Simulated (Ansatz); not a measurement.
Consider the isomerisation: `CC(C)[NH][AlH2]` → `C[CH]([AlH2])CN`.

Program: Ansatz. Geometries: PBE0-D4/def2-TZVP. ΔE: electronic, gas phase. CCSD(T)/CBS adds triple-zeta CCSD(T) − MP2 to the extrapolated MP2 energy (def2 sets, frozen cores). DFT in def2-TZVPP. B3LYP here is the variant with VWN-RPA as its local correlation; programs differ in this. Each species was taken in one conformer, which may not be the lowest.

```tsv
level	ΔE (kcal/mol)	difference from CCSD(T)/CBS
PBE-D4	31.0	-1.7
r2SCAN-D4	33.2	0.5
PBE0-D4	31.2	-1.5
B3LYP-D4	33.1	0.4
ωB97X-V	32.2	-0.5
ωB97M-V	32.1	-0.6
B2PLYP	33.6	0.9
PBE	31.0	-1.7
r2SCAN	33.1	0.4
PBE0	31.2	-1.5
B3LYP	33.1	0.4
HF/def2-TZVPP	34.2	1.5
MP2/def2-TZVPP	33.6	0.9
SCS-MP2/def2-TZVPP	33.7	1.0
CCSD/def2-TZVPP	33.1	0.4
CCSD(T)/def2-TZVPP	33.1	0.4
HF/def2-QZVPP	34.2	1.5
MP2/def2-QZVPP	33.4	0.7
SCS-MP2/def2-QZVPP	33.6	0.9
HF/CBS(def2)	34.2	1.5
MP2/CBS(def2)	33.2	0.5
CCSD/CBS(def2)	32.7	0.0
CCSD(T)/CBS	32.7	0
```

Largest T1 diagnostic among the species: 0.011.
